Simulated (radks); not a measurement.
The numbers below are computed, except where a source is named.
Initial-state core-level shifts of the tin ion Sn3+ when its valence configuration changes from [Kr] 4d10 5s1. Code: a radial shooting solver on a logarithmic mesh with Libxc functionals. Model: scalar-relativistic Kohn-Sham, PBE, spin-polarised, spherical densities, point nucleus; open shells are filled with parallel spins first (spin-orbit coupling, left out, can overturn this in heavy ions). Shifts are changes of the shell-averaged eigenvalues in eV (positive: less bound).

valence               1s       2s       3s       4p
4d9 5s1 5p1       -8.515   -8.940   -8.637   -7.265
4d9.5 5s1 5p0.5   -4.241   -4.445   -4.303   -3.648
4d9.5 5s0.5 5p1   -4.930   -5.124   -4.993   -4.328
4d9 5s2           -7.262   -7.699   -7.368   -6.027
4d8 5s1 5p2      -17.171  -18.085  -17.403  -14.410
4d10 5p1          -1.408   -1.382   -1.407   -1.392
4d8.5 5s1 5p1.5  -12.824  -13.486  -13.003  -10.852
4d9.5 5s1.5       -3.595   -3.809   -3.652   -3.006
4d8 5s2 5p1      -16.089  -17.000  -16.288  -13.344
